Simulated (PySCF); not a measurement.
**A small calculation by hand: chemical shift, span and skew from a shielding tensor**

B(CCH)2(OH) (C₄H₃BO), SMILES C#CB(O)C#C. Atoms are numbered in the order given.

```xyz
9

B     -0.4248    -0.0094     0.0000
C      0.3814     1.3017     0.0000
C      1.0137     2.3564     0.0000
H      1.5782     3.2799     0.0000
C      0.2942    -1.3641     0.0000
C      0.9079    -2.4289     0.0000
H      1.4411    -3.3705     0.0000
O     -1.7929     0.0037     0.0000
H     -2.1356     0.9172     0.0000
```

Coordinates come from a PBE-D3(BJ)/def2-SVP optimisation. Other conformers were not sampled.

GIAO shieldings from PySCF with KT2/pcSseg-1, non-relativistic, no solvent. The symmetric part of the tensor of C3 has the principal values 22.7, 31.6, 220.4 ppm. The same nucleus in TMS has σ = 185.1 ppm at this level (PySCF, at its B3LYP-D3(BJ)/def2-TZVP geometry).

Problem. Work out the isotropic shielding, the ¹³C shift against TMS, the span and the skew.

Solution. 
σ(iso) = (σ11 + σ22 + σ33)/3 = 91.6 ppm. δ = σ(ref) − σ(iso) = 185.1 − (91.6) = 93.5 ppm.
Span Ω = σ33 − σ11 = 197.7 ppm. Skew κ = 3(σ(iso) − σ22)/Ω = 0.91. Tumbling in solution averages the tensor to δ; in a static solid the shielding alone would spread this spin-1/2 line over Ω.
